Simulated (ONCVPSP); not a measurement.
**An all-electron radial function and its pseudo partner (germanium)**

Columns: radius, all-electron u(r) and pseudo u(r) of the 3d shell (level -38.26 eV) of germanium in the configuration [Ne] 3s2 3p6 3d10 4s2 4p1; revPBE, scalar-relativistic, ONCV scheme, ONCVPSP 4.0.1.

```tsv
r (bohr)	all-electron	pseudo
0.068	0.0708	0.0087
0.135	0.3007	0.0637
0.202	0.5807	0.1932
0.270	0.8269	0.4005
0.338	1.0022	0.6557
0.405	1.1049	0.9086
0.473	1.1491	1.1200
0.540	1.1482	1.2505
0.608	1.1168	1.2943
0.675	1.0668	1.2599
0.742	1.0058	1.1730
0.810	0.9383	1.0591
0.878	0.8692	0.9429
0.945	0.8018	0.8398
1.013	0.7357	0.7515
1.080	0.6739	0.6789
1.148	0.6149	0.6159
1.215	0.5609	0.5609
1.283	0.5101	0.5100
1.350	0.4641	0.4640
1.418	0.4212	0.4211
1.485	0.3826	0.3825
1.553	0.3468	0.3468
1.620	0.3147	0.3146
1.688	0.2850	0.2849
1.755	0.2584	0.2583
```

Task: How many radial nodes do the two functions have?

Result: The all-electron 3d function has n − l − 1 = 0; the pseudo-wave has 0.

Task: At about which radius was the pseudo-wave matched?

Result: 1.35 bohr. The columns agree to 0.0005 from 1.22 bohr on; several derivatives are matched, so the curves merge somewhat inside the radius.

Task: Where does each function peak?

Result: Outermost all-electron maximum near 0.47 bohr, pseudo maximum near 0.61 bohr (to the table’s step).

Task: Is the pseudo-wave norm-conserving?

Result: Yes: the ONCV scheme keeps the norm inside the radius equal to the all-electron one, which fixes the energy derivative of the logarithmic derivative at the level.
